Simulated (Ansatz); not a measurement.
Consider the cleavage of the Ga–B bond: `[BH2][GaH2]` + `NB1CS1` → `[GaH2][NH]B1CS1` + BH₃.

Isolated molecules relaxed with PBE0-D4/def2-TZVP in Ansatz; ΔE leaves out vibrations. CCSD(T)/CBS is the MP2 limit (def2-TZVPP, def2-QZVPP) plus CCSD(T) − MP2 in def2-TZVPP, frozen cores. This one scheme is used for every species. DFT in def2-TZVPP. For Ga outer-core shells are correlated without core-valence functions, which leaves a few kJ/mol of doubt a bond. Scalar relativity is left out up to krypton. Each species was taken in one conformer, which may not be the lowest.

**Question.** Is it downhill or uphill in electronic energy at CCSD(T)/CBS, and by how much? (An estimate is asked.)

**Answer.** The calculation gave: Downhill: ΔE = -16.1 kcal/mol.

**Question.** What do these levels give: LDA (SPW92), revPBE-D4, r2SCAN-D4, r2SCANh-D4, ωB97X-V, revPBE, CAM-B3LYP, LC-ωPBE, MP2/def2-SVP, CCSD(T)/def2-SVP, HF/def2-QZVPP, SCS-MP2/def2-QZVPP? (Best estimate.)

**Answer.** Ansatz gave: LDA (SPW92) -10.1, revPBE-D4 -12.6, r2SCAN-D4 -13.7, r2SCANh-D4 -13.9, ωB97X-V -14.7, revPBE -10.4, CAM-B3LYP -14.2, LC-ωPBE -12.6, MP2/def2-SVP -19.7, CCSD(T)/def2-SVP -17.7, HF/def2-QZVPP -17.5, SCS-MP2/def2-QZVPP -18.6 kcal/mol.

**Question.** What do rigid-rotor, harmonic-oscillator terms from PBE0-D4/def2-TZVP frequencies (298.15 K, 1 bar) make of the CCSD(T)/CBS value? (Estimate.)

**Answer.** Ansatz gave: ΔZPE = -1.6 kcal/mol, ΔH = -17.2 kcal/mol, ΔS = -17 J/(mol·K), ΔG = -16.0 kcal/mol.

Largest T1 diagnostic among the species: 0.014.

The D4 term adds −1.7 kcal/mol with B3LYP and −1.0 kcal/mol with PBE0; it sums over pairs of atoms, weighted by their polarisabilities, and B3LYP, whose exchange is more repulsive, gets the larger term. From BLYP to BHLYP (50 % exact exchange), in def2-TZVPP and without D4, ΔE moves by −2.4 kcal/mol. At CCSD(T), def2-SVP lies −1.6 kcal/mol from the extrapolated value and def2-TZVPP −0.7 kcal/mol.

B3LYP here is the variant with VWN-RPA as its local correlation; programs differ in this.
